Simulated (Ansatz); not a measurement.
Basis-set extrapolation for C₂H₆AlFSi, SMILES `F/[C]([AlH2])=C\[SiH3]` (PBE0-D4/def2-TZVP geometry, frozen core, the Gaussian-basis code of Ansatz). Multiplicity 1, RHF reference.

```tsv
	def2-TZVPP	def2-QZVPP
HF	-709.567858	-709.591778
MP2 correlation	-0.768665	-0.828274
CCSD(T) correlation	-0.849433	not run
```

Energies in hartree. Use E(X) = E(∞) + A·exp(−7.88·√X) for Hartree–Fock and E(X) = E(∞) + B·X^(−2.97) for correlation, with X = 3 and 4, and add CCSD(T) minus MP2 of the smaller set to the MP2 limit.

What is the CCSD(T) energy at the basis-set limit?

HF limit: -709.591778 + (-0.023920) × 0.13774 = -709.59507. MP2 limit: -0.828274 + (-0.059609) × 0.74074 = -0.87243. Higher-order term: -0.849433 − (-0.768665) = -0.08077. Total: -710.54827 hartree, 3.56 eV below CCSD(T)/def2-TZVPP.
